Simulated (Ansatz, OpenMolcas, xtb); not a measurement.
Ligand exchange: LiCl + BClF2 → LiF + BCl2F

Gas-phase species: LiCl, singlet; BClF2 (chlorodifluoroborane) `FB(F)Cl`, singlet; LiF, singlet; BCl2F (dichlorofluoroborane) `FB(Cl)Cl`, singlet. The partners trade Cl for F: Li–Cl and B–F bonds give way to Li–F and B–Cl.

Shapes, held fixed at every level: PBE0-D4/def2-TZVP. Programs: Ansatz 0.2.0, OpenMolcas 26.06, xtb 6.7.1. The zero-point and thermal change to 298 K, harmonic and unscaled (PBE0-D4/def2-TZVP), is -2.1 kJ/mol.

```tsv
level	kind	ΔH(298 K) (kJ/mol)	less CCSD(T)/def2-TZVPP
GFN1-xTB	semi-empirical	+79.4	-22.2
SPW92/def2-TZVPP	LDA	+88.9	-12.7
r2SCAN-D4/def2-TZVPP	meta-GGA	+101.0	-0.6
B3LYP/6-31G* (Cartesian functions)	global hybrid	+108.8	+7.2
wB97M-V/def2-TZVPP	range-separated hybrid	+99.5	-2.1
B2PLYP/def2-TZVPP	double hybrid	+98.1	-3.5
MP2/def2-SVP	perturbation theory	+98.2	-3.4
CCSD/def2-SVP	coupled cluster or CI	+101.7	+0.1
CCSD(T)/def2-TZVPP	coupled cluster or CI	+101.6	0.0
```

The highest level, CCSD(T)/def2-TZVPP, gives ΔH(298 K) = +101.6 kJ/mol; the levels span +79.4 to +108.8. The column of differences is taken from that level and isn't an error. No measured value is set beside it here. Outer-core shells of Li are correlated, in sets that cover them unevenly. Sets without diffuse functions underbind ionic bonds of s-block metals.
